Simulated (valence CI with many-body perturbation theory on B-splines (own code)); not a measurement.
**E1 transitions of Os LXX**

Method: configuration interaction combined with many-body perturbation theory (CI+MBPT): five valence electrons over a frozen Dirac-Fock core [He], a basis of 11 s, 11 p, 10 d, 8 f, 5 g, 2 h functions for each j, with the one-electron correlation potential Σ1, the two-electron term Σ2, the three-electron term Σ3, Breit, model QED; selected CI, second order for the rest, scaled by the run's own slope (own B-spline code, finite nucleus).

The last digits are not significant, and no measured levels were compared; by estimate large intervals hold to a few tenths of a per cent, small ones and those within an open d or f shell to about a per cent. Among the levels kept, up to 7600 cm⁻¹ of a level comes from second order outside the variational space, and about a tenth of that is noise between levels of different J, which matters for small intervals.

Lines 1 to 50 of 600 in falling wavelength, among levels below 1022.7 Ry, chosen from the strongest by gf and those to the six lowest levels. Wavelengths and rates use the calculated energies. Electric multipoles are in the length gauge, E1 and E2 with the static RPA response of the core. Weak lines are less certain than strong ones. Lines between different terms over intervals too small for the method are left out, as are lines whose strength nearly cancels. The highest levels of a list are the least certain.

Levels are named by their leading jj configuration (3d3/2^4 stands for four electrons in 3d with j = 3/2), which in mixed levels can hold well under half, so a name can repeat and another be missing. Letters in brackets count levels of one name in rising energy.

| λ vac (nm) | Upper | Lower | A (s⁻¹) | log gf | Branch % |
| --- | --- | --- | --- | --- | --- |
| 28.89 | (2s^2 2p1/2^2 4f7/2) J=7/2 | (2s^2 2p1/2^2 4d5/2) J=5/2 | 1.84e+09 | -0.74 | 0.0 |
| 16.63 | (2s^2 2p1/2^2 4f5/2) J=5/2 | (2s^2 2p1/2^2 4d3/2) J=3/2 | 8.96e+09 | -0.65 | 0.0 |
| 13.47 | (2s^2 2p1/2^2 4d5/2) J=5/2 | (2s^2 2p1/2^2 4p3/2) J=3/2 | 2.82e+10 | -0.34 | 0.0 |
| 10.72 | (2s 2p1/2 2p3/2^2 3p1/2) J=7/2 | (2s 2p1/2 2p3/2^2 3s) J=7/2 | 6.19e+09 | -1.07 | 0.0 |
| 7.982 | (2s 2p1/2 2p3/2^2 3p1/2) J=5/2 [b] | (2s 2p1/2 2p3/2^2 3s) J=7/2 | 2.38e+10 | -0.87 | 0.0 |
| 5.847 | (2s^2 2p3/2^2 3d5/2) J=5/2 [a] | (2s^2 2p3/2^2 3p3/2) J=3/2 [a] | 4.02e+10 | -0.91 | 0.0 |
| 5.831 | (2s 2p1/2 2p3/2^2 3d5/2) J=5/2 [e] | (2s 2p1/2 2p3/2^2 3p3/2) J=3/2 [f] | 5.24e+10 | -0.79 | 0.0 |
| 5.819 | (2s 2p1/2^2 2p3/2 3d5/2) J=5/2 [a] | (2s 2p1/2^2 2p3/2 3p3/2) J=5/2 [a] | 3.01e+10 | -1.04 | 0.0 |
| 5.803 | (2s 2p1/2 2p3/2^2 3d5/2) J=7/2 [b] | (2s 2p1/2 2p3/2^2 3p3/2) J=5/2 [b] | 4.18e+10 | -0.77 | 0.0 |
| 5.739 | (2s 2p1/2^2 2p3/2 3d5/2) J=9/2 | (2s 2p1/2^2 2p3/2 3p3/2) J=7/2 | 8.90e+10 | -0.36 | 42.4 |
| 5.722 | (2s 2p1/2 2p3/2^2 3d5/2) J=7/2 [e] | (2s 2p1/2 2p3/2^2 3p3/2) J=5/2 [e] | 7.25e+10 | -0.55 | 0.0 |
| 5.691 | (2s 2p1/2^2 2p3/2 3d5/2) J=3/2 [b] | (2s 2p1/2^2 2p3/2 3p3/2) J=1/2 [b] | 6.22e+10 | -0.92 | 0.0 |
| 5.689 | (2s 2p1/2 2p3/2^2 3d5/2) J=11/2 | (2s 2p1/2 2p3/2^2 3p3/2) J=9/2 | 9.10e+10 | -0.28 | 2.7 |
| 5.683 | (2s 2p1/2 2p3/2^2 3d5/2) J=9/2 [a] | (2s 2p1/2 2p3/2^2 3p3/2) J=7/2 [a] | 8.56e+10 | -0.38 | 2.0 |
| 5.648 | (2s 2p1/2^2 2p3/2 3d5/2) J=7/2 [a] | (2s 2p1/2^2 2p3/2 3p3/2) J=5/2 [a] | 7.49e+10 | -0.54 | 0.0 |
| 5.635 | (2s 2p1/2 2p3/2^2 3d5/2) J=9/2 [b] | (2s 2p1/2 2p3/2^2 3p3/2) J=7/2 [b] | 7.03e+10 | -0.48 | 0.9 |
| 5.635 | (2s 2p1/2 2p3/2^2 3d5/2) J=7/2 [a] | (2s 2p1/2 2p3/2^2 3p3/2) J=5/2 [a] | 5.99e+10 | -0.64 | 0.1 |
| 5.630 | (2s^2 2p1/2 2p3/2 3d5/2) J=7/2 [a] | (2s^2 2p1/2 2p3/2 3p3/2) J=5/2 [a] | 7.69e+10 | -0.53 | 0.2 |
| 5.616 | (2s^2 2p3/2^2 3d5/2) J=7/2 | (2s^2 2p3/2^2 3p3/2) J=5/2 | 5.88e+10 | -0.65 | 1.2 |
| 5.614 | (2s 2p1/2 2p3/2^2 3d5/2) J=5/2 [c] | (2s 2p1/2 2p3/2^2 3p3/2) J=3/2 [d] | 6.32e+10 | -0.75 | 0.0 |
| 5.613 | (2s 2p1/2^2 2p3/2 3d5/2) J=5/2 [b] | (2s 2p1/2^2 2p3/2 3p3/2) J=3/2 [b] | 7.73e+10 | -0.66 | 0.0 |
| 5.610 | (2s^2 2p1/2 2p3/2 3d5/2) J=5/2 [b] | (2s^2 2p1/2 2p3/2 3p3/2) J=3/2 [b] | 4.65e+10 | -0.88 | 0.0 |
| 5.609 | (2s^2 2p1/2 2p3/2 3d5/2) J=7/2 [b] | (2s^2 2p1/2 2p3/2 3p3/2) J=5/2 [b] | 7.00e+10 | -0.58 | 0.0 |
| 5.604 | (2s 2p1/2 2p3/2^2 3d5/2) J=7/2 [c] | (2s 2p1/2 2p3/2^2 3p3/2) J=5/2 [c] | 8.07e+10 | -0.52 | 0.1 |
| 5.595 | (2s^2 2p3/2^2 3d5/2) J=9/2 | (2s^2 2p3/2^2 3p3/2) J=7/2 | 7.73e+10 | -0.44 | 19.3 |
| 5.587 | (2s 2p1/2 2p3/2^2 3d5/2) J=9/2 [b] | (2s 2p1/2 2p3/2^2 3p3/2) J=9/2 | 2.00e+10 | -1.03 | 0.2 |
| 5.575 | (2s^2 2p3/2^2 3d5/2) J=5/2 [b] | (2s^2 2p3/2^2 3p3/2) J=3/2 [b] | 7.65e+10 | -0.67 | 0.0 |
| 5.569 | (2s 2p1/2 2p3/2^2 3d5/2) J=7/2 [d] | (2s 2p1/2 2p3/2^2 3p3/2) J=5/2 [d] | 7.39e+10 | -0.56 | 0.0 |
| 5.556 | (2s 2p1/2^2 2p3/2 3d5/2) J=7/2 [b] | (2s 2p1/2^2 2p3/2 3p3/2) J=5/2 [b] | 9.40e+10 | -0.46 | 0.0 |
| 5.521 | (2s^2 2p1/2 2p3/2 3d5/2) J=9/2 | (2s^2 2p1/2 2p3/2 3p3/2) J=7/2 | 9.27e+10 | -0.37 | 44.9 |
| 5.513 | (2s 2p1/2 2p3/2^2 3d5/2) J=5/2 [b] | (2s 2p1/2 2p3/2^2 3p3/2) J=3/2 [c] | 9.05e+10 | -0.61 | 0.0 |
| 5.511 | (2s^2 2p1/2^2 3d5/2) J=5/2 | (2s^2 2p1/2^2 3p3/2) J=3/2 | 9.42e+10 | -0.59 | 0.0 |
| 5.501 | (2s 2p1/2 2p3/2^2 3d5/2) J=3/2 [d] | (2s 2p1/2 2p3/2^2 3p3/2) J=1/2 [c] | 6.23e+10 | -0.95 | 0.0 |
| 5.491 | (2s 2p1/2 2p3/2^2 3d5/2) J=9/2 [c] | (2s 2p1/2 2p3/2^2 3p3/2) J=7/2 [c] | 9.65e+10 | -0.36 | 0.3 |
| 5.483 | (2s 2p1/2 2p3/2^2 3d5/2) J=5/2 [a] | (2s 2p1/2 2p3/2^2 3p3/2) J=5/2 [b] | 4.64e+10 | -0.90 | 0.0 |
| 5.438 | (2s 2p1/2 2p3/2^2 3d5/2) J=5/2 [d] | (2s 2p1/2 2p3/2^2 3p3/2) J=3/2 [e] | 7.04e+10 | -0.73 | 0.0 |
| 5.345 | (2s 2p1/2^2 2p3/2 3d5/2) J=5/2 [a] | (2s 2p1/2^2 2p3/2 3p3/2) J=3/2 [a] | 6.28e+10 | -0.79 | 0.0 |
| 5.326 | (2s^2 2p1/2 2p3/2 3d5/2) J=5/2 [a] | (2s^2 2p1/2 2p3/2 3p3/2) J=3/2 [a] | 6.89e+10 | -0.75 | 0.0 |
| 5.280 | (2s^2 2p1/2^2 4d3/2) J=3/2 | (2s^2 2p1/2^2 4p1/2) J=1/2 | 3.79e+11 | -0.20 | 0.2 |
| 5.270 | (2s^2 2p1/2 2p3/2 3d5/2) J=3/2 [a] | (2s^2 2p1/2 2p3/2 3p3/2) J=1/2 [a] | 5.89e+10 | -1.01 | 0.0 |
| 5.098 | (2s^2 2p1/2^2 4p3/2) J=3/2 | (2s^2 2p1/2^2 4s) J=1/2 | 4.96e+11 | -0.11 | 0.7 |
| 5.024 | (2s 2p1/2 2p3/2^2 3d5/2) J=3/2 [c] | (2s 2p1/2 2p3/2^2 3p3/2) J=1/2 [b] | 6.33e+10 | -1.02 | 0.0 |
| 4.961 | (2s 2p1/2^2 2p3/2 3d5/2) J=3/2 [a] | (2s 2p1/2^2 2p3/2 3p3/2) J=3/2 [a] | 6.25e+10 | -1.03 | 0.0 |
| 4.872 | (2s 2p1/2 2p3/2^2 3d5/2) J=7/2 [b] | (2s 2p1/2 2p3/2^2 3p3/2) J=7/2 [b] | 5.14e+10 | -0.83 | 0.0 |
| 4.676 | (2s^2 2p3/2^2 3d5/2) J=5/2 [a] | (2s^2 2p3/2^2 3p3/2) J=5/2 | 5.77e+10 | -0.94 | 0.0 |
| 4.216 | (2s 2p1/2 2p3/2^2 3p3/2) J=9/2 | (2s^2 2p3/2^2 3p3/2) J=7/2 | 5.42e+10 | -0.84 | 0.7 |
| 3.858 | (2s 2p1/2^2 2p3/2 3p3/2) J=7/2 | (2s^2 2p1/2 2p3/2 3p3/2) J=5/2 [a] | 6.40e+10 | -0.94 | 0.4 |
| 3.664 | (2s 2p1/2^2 2p3/2^2) J=5/2 | (2s^2 2p1/2 2p3/2^2) J=5/2 | 2.18e+10 | -1.58 | 0.6 |
| 3.549 | (2p1/2^2 2p3/2^2 3p3/2) J=7/2 | (2s 2p1/2 2p3/2^2 3p3/2) J=5/2 [c] | 9.05e+10 | -0.86 | 0.0 |
| 3.429 | (2s 2p1/2^2 2p3/2^2) J=5/2 | (2s^2 2p1/2 2p3/2^2) J=3/2 | 3.34e+10 | -1.45 | 0.9 |
